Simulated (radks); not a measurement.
The numbers below are computed, except where a source is named.
Question: All-electron atom: Ba2+ in [Xe]. Level of theory: scalar-relativistic Kohn-Sham, PBE, spin-polarised, spherical densities, finite nucleus; Fermi nuclear charge, rms radius 4.8378 fm (a radial shooting solver on a logarithmic mesh with Libxc functionals). Some entries of the table are withheld. Estimate them.

orbital,occ.,eigenvalue (eV),<r> (bohr)
1s,2,(1),0.02558
2s,2,-5901.444,0.1098
2p,6,-5293.443,0.09619
3s,2,-1255.605,(2)
3p,6,-1060.657,(3)
3d,10,-777.4672,0.2666
4s,2,-256.3803,0.6739
4p,6,(4),0.7155
4d,10,-102.1612,0.8001
5s,2,-45.9787,1.632
5p,6,(5),(6)

Answer: 
(1) 1s eigenvalue (eV): -37269.11
(2) 3s <r> (bohr): 0.2920
(3) 3p <r> (bohr): 0.2899
(4) 4p eigenvalue (eV): -193.4925
(5) 5p eigenvalue (eV): -30.9076
(6) 5p <r> (bohr): 1.894
